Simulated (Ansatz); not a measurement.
`C[O][Sb]([SiH3])[O]C`. Charge 0, multiplicity 1. Sb takes the def2 core potential.

```xyz
15

C     2.198    0.891    0.576
O     1.031    0.277    1.066
Sb    0.164   -1.141    0.009
Si   -1.663   -1.332    1.831
O    -1.062   -0.043   -1.070
C    -0.633    0.458   -2.312
H     2.776    1.267    1.425
H     1.957    1.740   -0.076
H     2.840    0.200    0.011
H    -2.758   -2.212    1.342
H    -2.186    0.025    2.125
H    -1.077   -1.937    3.056
H     0.047   -0.227   -2.838
H    -1.511    0.610   -2.947
H    -0.124    1.423   -2.198
```

(1) List the harmonic frequencies (cm⁻¹, unscaled) at PBE0-D4/def2-TZVP in Ansatz. (Best estimate.)

(2) Is this a minimum?

(3) Give the ideal-gas thermochemistry at 298.15 K and 1 bar (rigid rotor, harmonic oscillator; point group Cs, symmetry number 1).

## Answers

(1) The calculation gave: 55, 56, 77, 86, 90, 92, 96, 223, 237, 253, 311, 474, 481, 543, 560, 842, 929, 935, 1097, 1116, 1172, 1172, 1194, 1194, 1469, 1475, 1482, 1486, 1497, 1501, 2215, 2229, 2250, 2985, 2988, 3048, 3049, 3090, 3091.

(2) Yes, all 39 modes are real.

(3) Zero-point energy 282.0 kJ/mol; H(298) − E = 314.3 kJ/mol; entropy 456.8 J/(mol·K), of which translation 175.8, rotation 122.3, vibration 158.6; G(298) − E = 178.1 kJ/mol. Modes under 100 cm⁻¹ are hindered rotations or soft bends, so the harmonic entropy is rough.
